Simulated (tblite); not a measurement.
Compound: C₇H₁₈BP.
SMILES with atom numbers: `[BH3-:1][P@@H+:2]1[CH2:3][C@@H:4]([CH:5]([CH3:6])[CH3:7])[C@H:8]1[CH3:9]` (hydrogens: H10, H11, H12 on B1; H13 on P2; H14, H15 on C3; H16 on C4; H17 on C5; H18, H19, H20 on C6; H21, H22, H23 on C7; H24 on C8; H25, H26, H27 on C9)

Computed with GFN2-xTB (tblite), gas phase: L-BFGS steps from a force-field or distance-geometry start until the largest atomic force falls under 0.01 eV/Å.

Step 6: E = -759.6077 eV
```
atom  x, y, z in Å  |  force x, y, z in eV/Å
B1      3.4508   -0.4794   -1.2944   -0.149  -0.002   0.172
P2      2.1314   -0.4165    0.0867    0.081  -0.048  -0.056
C3      0.5925   -1.4030   -0.1587   -0.119  -0.188  -0.038
C4     -0.2398   -0.1411   -0.4956    0.016  -0.078  -0.012
C5     -1.6419   -0.0814    0.1235   -0.024   0.017   0.076
C6     -2.4381    1.1176   -0.3901   -0.014   0.098  -0.031
C7     -2.4394   -1.3530   -0.1614   -0.052  -0.137  -0.026
C8      0.8265    0.8980   -0.0349   -0.067   0.172   0.008
C9      0.5903    1.6476    1.2603   -0.001   0.024   0.122
H10     3.9615   -1.5483   -1.1677    0.088   0.077  -0.123
H11     2.7388   -0.3680   -2.2534    0.156  -0.016  -0.023
H12     4.1555    0.4572   -1.0796    0.059  -0.091  -0.116
H13     2.4347   -0.5255    1.4549   -0.199   0.064  -0.015
H14     0.7115   -2.0972   -0.9901   -0.146  -0.100   0.014
H15     0.2295   -1.9431    0.7142    0.076   0.026   0.042
H16    -0.3693   -0.0633   -1.5751    0.052  -0.004  -0.134
H17    -1.5448    0.0079    1.2039    0.030   0.033   0.216
H18    -3.3827    1.2065    0.1440    0.038  -0.050   0.026
H19    -1.8962    2.0496   -0.2621    0.063   0.002  -0.011
H20    -2.6681    1.0022   -1.4458    0.051  -0.030  -0.071
H21    -3.4506   -1.2624    0.2318    0.040   0.065   0.026
H22    -2.5183   -1.5374   -1.2284    0.052   0.037  -0.106
H23    -1.9885   -2.2274    0.2981    0.063  -0.019   0.012
H24     1.0923    1.5965   -0.8303   -0.107   0.146  -0.053
H25     0.3568    0.9458    2.0567   -0.042   0.022   0.100
H26    -0.2210    2.3732    1.1816    0.114  -0.075  -0.012
H27     1.5066    2.1715    1.5335   -0.058   0.057   0.014
```

Step 7: E = -759.6203 eV
```
atom  x, y, z in Å  |  force x, y, z in eV/Å
B1      3.4537   -0.4802   -1.2940   -0.123  -0.003   0.134
P2      2.1283   -0.4166    0.0811    0.115  -0.077  -0.103
C3      0.5917   -1.4085   -0.1574   -0.137  -0.121  -0.064
C4     -0.2379   -0.1427   -0.4946   -0.038  -0.068   0.003
C5     -1.6399   -0.0813    0.1274   -0.061   0.001   0.018
C6     -2.4369    1.1193   -0.3922    0.012   0.035   0.008
C7     -2.4387   -1.3560   -0.1634   -0.015  -0.048   0.009
C8      0.8280    0.8990   -0.0358   -0.138   0.189   0.056
C9      0.5904    1.6479    1.2630   -0.001   0.031   0.125
H10     3.9681   -1.5498   -1.1716    0.052   0.111  -0.113
H11     2.7400   -0.3682   -2.2540    0.180  -0.019  -0.009
H12     4.1617    0.4571   -1.0827    0.015  -0.118  -0.108
H13     2.4170   -0.5206    1.4459   -0.139   0.050   0.094
H14     0.7019   -2.1073   -0.9863   -0.124  -0.071   0.000
H15     0.2289   -1.9490    0.7161    0.089   0.062   0.048
H16    -0.3675   -0.0621   -1.5749    0.048  -0.026  -0.100
H17    -1.5419    0.0102    1.2115    0.002   0.009   0.073
H18    -3.3818    1.2038    0.1456    0.081  -0.023  -0.025
H19    -1.8917    2.0514   -0.2618    0.006  -0.053  -0.034
H20    -2.6666    1.0006   -1.4506    0.075  -0.010   0.039
H21    -3.4500   -1.2581    0.2335    0.099   0.012  -0.021
H22    -2.5161   -1.5367   -1.2347    0.054   0.049   0.031
H23    -1.9843   -2.2303    0.2985    0.001   0.036  -0.038
H24     1.0848    1.6058   -0.8275   -0.094   0.105  -0.054
H25     0.3538    0.9462    2.0618   -0.004   0.073   0.035
H26    -0.2214    2.3757    1.1833    0.151  -0.127  -0.013
H27     1.5065    2.1768    1.5354   -0.105   0.000   0.009
```

Step 8: E = -759.6307 eV
```
atom  x, y, z in Å  |  force x, y, z in eV/Å
B1      3.4538   -0.4809   -1.2912   -0.046  -0.007   0.049
P2      2.1264   -0.4179    0.0749    0.037  -0.055  -0.075
C3      0.5890   -1.4146   -0.1576   -0.101  -0.014  -0.068
C4     -0.2373   -0.1449   -0.4940   -0.075  -0.019   0.008
C5     -1.6393   -0.0813    0.1313   -0.051  -0.013  -0.029
C6     -2.4355    1.1210   -0.3939    0.043  -0.043   0.040
C7     -2.4380   -1.3590   -0.1650    0.034   0.051   0.034
C8      0.8271    0.9025   -0.0359   -0.136   0.099   0.051
C9      0.5907    1.6482    1.2673    0.006   0.003   0.069
H10     3.9747   -1.5488   -1.1773    0.023   0.109  -0.089
H11     2.7446   -0.3688   -2.2548    0.168  -0.019  -0.008
H12     4.1672    0.4547   -1.0875   -0.015  -0.115  -0.082
H13     2.3993   -0.5155    1.4402   -0.088   0.034   0.142
H14     0.6913   -2.1176   -0.9835   -0.108  -0.052  -0.016
H15     0.2302   -1.9529    0.7190    0.089   0.084   0.053
H16    -0.3650   -0.0618   -1.5763    0.037  -0.043  -0.030
H17    -1.5395    0.0122    1.2192   -0.025  -0.015  -0.071
H18    -3.3796    1.2012    0.1466    0.087   0.008  -0.055
H19    -1.8875    2.0522   -0.2621   -0.028  -0.076  -0.045
H20    -2.6639    0.9990   -1.4541    0.086   0.004   0.112
H21    -3.4480   -1.2542    0.2346    0.105  -0.037  -0.048
H22    -2.5132   -1.5352   -1.2396    0.051   0.053   0.129
H23    -1.9805   -2.2322    0.2983   -0.040   0.061  -0.069
H24     1.0765    1.6157   -0.8261   -0.094   0.052  -0.022
H25     0.3511    0.9477    2.0672    0.024   0.086   0.006
H26    -0.2194    2.3760    1.1844    0.111  -0.108  -0.006
H27     1.5048    2.1816    1.5374   -0.094  -0.028   0.021
```

Step 9: E = -759.6387 eV
```
atom  x, y, z in Å  |  force x, y, z in eV/Å
B1      3.4533   -0.4816   -1.2881    0.031  -0.011  -0.038
P2      2.1247   -0.4196    0.0691   -0.067  -0.007   0.003
C3      0.5853   -1.4194   -0.1589   -0.048   0.070  -0.052
C4     -0.2383   -0.1467   -0.4936   -0.073   0.027   0.001
C5     -1.6395   -0.0816    0.1340   -0.011  -0.016  -0.048
C6     -2.4334    1.1214   -0.3944    0.057  -0.086   0.051
C7     -2.4368   -1.3603   -0.1656    0.064   0.108   0.042
C8      0.8242    0.9064   -0.0354   -0.084  -0.022   0.015
C9      0.5911    1.6482    1.2717    0.011  -0.035  -0.006
H10     3.9805   -1.5460   -1.1835    0.010   0.073  -0.060
H11     2.7514   -0.3696   -2.2557    0.131  -0.017  -0.024
H12     4.1714    0.4507   -1.0929   -0.023  -0.081  -0.046
H13     2.3836   -0.5108    1.4381   -0.055   0.020   0.125
H14     0.6807   -2.1269   -0.9817   -0.098  -0.031  -0.023
H15     0.2329   -1.9543    0.7224    0.080   0.096   0.049
H16    -0.3622   -0.0623   -1.5780    0.020  -0.050   0.030
H17    -1.5381    0.0136    1.2241   -0.039  -0.030  -0.153
H18    -3.3766    1.1993    0.1466    0.057   0.032  -0.056
H19    -1.8845    2.0516   -0.2632   -0.029  -0.067  -0.039
H20    -2.6601    0.9978   -1.4550    0.081   0.005   0.122
H21    -3.4447   -1.2518    0.2348    0.063  -0.064  -0.047
H22    -2.5099   -1.5329   -1.2414    0.044   0.050   0.150
H23    -1.9782   -2.2329    0.2969   -0.047   0.052  -0.068
H24     1.0679    1.6245   -0.8253   -0.099  -0.001   0.020
H25     0.3493    0.9502    2.0720    0.037   0.063   0.011
H26    -0.2161    2.3745    1.1852    0.028  -0.047   0.003
H27     1.5021    2.1851    1.5395   -0.042  -0.032   0.036
```

Problem. Estimate the geometry and energy of step 10. (The exact step hangs on the optimiser's Hessian estimate; all steps are aligned on step 9, rigid shifts and turns removed.)

Solution. E = -759.6455 eV, largest force 0.165 eV/Å
```
atom  x, y, z in Å  |  force x, y, z in eV/Å
B1      3.4534   -0.4824   -1.2862    0.074  -0.012  -0.092
P2      2.1221   -0.4211    0.0645   -0.121   0.035   0.070
C3      0.5811   -1.4225   -0.1610    0.002   0.106  -0.025
C4     -0.2404   -0.1477   -0.4931   -0.040   0.047  -0.012
C5     -1.6397   -0.0821    0.1353    0.031  -0.009  -0.045
C6     -2.4307    1.1202   -0.3939    0.049  -0.081   0.042
C7     -2.4346   -1.3596   -0.1653    0.061   0.107   0.036
C8      0.8203    0.9092   -0.0348   -0.020  -0.112  -0.020
C9      0.5916    1.6476    1.2752    0.006  -0.054  -0.061
H10     3.9857   -1.5423   -1.1900    0.010   0.014  -0.028
H11     2.7598   -0.3706   -2.2571    0.080  -0.012  -0.053
H12     4.1746    0.4458   -1.0984   -0.010  -0.026  -0.008
H13     2.3691   -0.5065    1.4385   -0.034   0.007   0.077
H14     0.6697   -2.1352   -0.9805   -0.090   0.000  -0.017
H15     0.2368   -1.9535    0.7262    0.064   0.103   0.040
H16    -0.3596   -0.0638   -1.5789   -0.002  -0.044   0.057
H17    -1.5376    0.0142    1.2254   -0.037  -0.036  -0.157
H18    -3.3729    1.1983    0.1455    0.010   0.044  -0.034
H19    -1.8824    2.0498   -0.2649   -0.005  -0.035  -0.020
H20    -2.6553    0.9968   -1.4537    0.065  -0.006   0.080
H21    -3.4409   -1.2509    0.2340   -0.001  -0.068  -0.027
H22    -2.5062   -1.5300   -1.2402    0.034   0.043   0.105
H23    -1.9770   -2.2324    0.2945   -0.026   0.022  -0.041
H24     1.0586    1.6319   -0.8241   -0.100  -0.043   0.052
H25     0.3484    0.9535    2.0764    0.037   0.021   0.029
H26    -0.2128    2.3724    1.1860   -0.056   0.018   0.009
H27     1.4991    2.1875    1.5421    0.018  -0.029   0.041
```

The energy changes by -0.0068 eV. The first-order estimate −F·Δx gives -0.0094 eV and the mean of the old and new forces, exact on a quadratic surface, -0.0067 eV. The step makes an angle of 58° with the force vector and moves no atom by more than 0.015 Å.
